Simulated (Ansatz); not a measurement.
Consider the formal exchange of groups at a B–C bond: `CCBO[SiH3]` + `[AlH3]` → `[AlH2][BH]O[SiH3]` + `CC`.

Calculated with Ansatz (gas phase, PBE0-D4/def2-TZVP geometries, no zero-point term in ΔE). CBS: MP2 limit from def2 TZ/QZ plus the TZ coupled-cluster correction, frozen cores. This one scheme is used for every species. Functionals use def2-TZVPP. Each species was taken in one conformer, which may not be the lowest.

| level | ΔE (kJ/mol) |
| --- | --- |
| BHLYP-D4 | 43.3 |
| PBE-QIDH | 41.6 |
| PBE | 30.2 |
| MP2/def2-SVP | 49.4 |
| CCSD/def2-SVP | 42.7 |
| CCSD/def2-TZVPP | 40.9 |
| MP2/def2-QZVPP | 46.7 |
| CCSD/CBS(def2) | 41.0 |

(1) What does CCSD(T)/CBS give? (Best estimate.)

Largest T1 diagnostic among the species: 0.013.

## Answers

(1) Computed: +40.5 kJ/mol. The listed levels differ from it by 2.8, 1.1, -10.3, 8.9, 2.2, 0.4, 6.2, 0.5 kJ/mol.

From PBE to PBE0 (25 % exact exchange), in def2-TZVPP and without D4, ΔE moves by +4.7 kJ/mol. Leaving LDA and LC-ωPBE aside and taking each functional with its dispersion term where it has one, the values, not all of them listed here, spread over 22.5 kJ/mol, from PBE-D4 to B97M-V. LDA lies +10.5 kJ/mol from PBE without D4.
